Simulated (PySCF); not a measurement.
Coordinates in bohr (charge 1 multiplicity 5):
```
Os    0.0000    0.0000   -0.2175
Cl    0.0000    0.0000    3.8785
Cl    4.0238    0.0000   -1.3596
Cl   -4.0238    0.0000   -1.3596
```

Level of theory: UPBE0 in PySCF with Os def2-SVP with ECP60, Cl def2-SVP; scalar-relativistic core potentials, no spin–orbit coupling; density-fitted integrals.

This geometry of [OsCl3]+ is a stationary point at this level.

Q: What is the point group?

A: C2v.

Q: Is it a minimum?

A: Yes: all harmonic wavenumbers are real, though the softest, 51 cm⁻¹, leaves little margin.

Q: Which band is strongest in the infrared?

A: 438 cm⁻¹ (b2), 58 km/mol.

Q: What are the dipole moment and the gap between the highest occupied and lowest empty levels of either spin?

A: 0.07 D about the centre of mass and 2.57 eV.

Q: Give the ideal-gas entropy at 298.15 K and 1 bar by parts.

A: translation 179.9, rotation 114.3, vibration 63.3, spin 13.4; total 370.8 J/(mol K).

This need not be the most stable arrangement of these atoms. Open d and f shells are described by one determinant, and the ground state may have another occupation or spin. At this level a triplet minimum of D3h symmetry lies 20 kJ/mol below this structure. Spin–orbit coupling, left out here, can matter for elements this heavy.
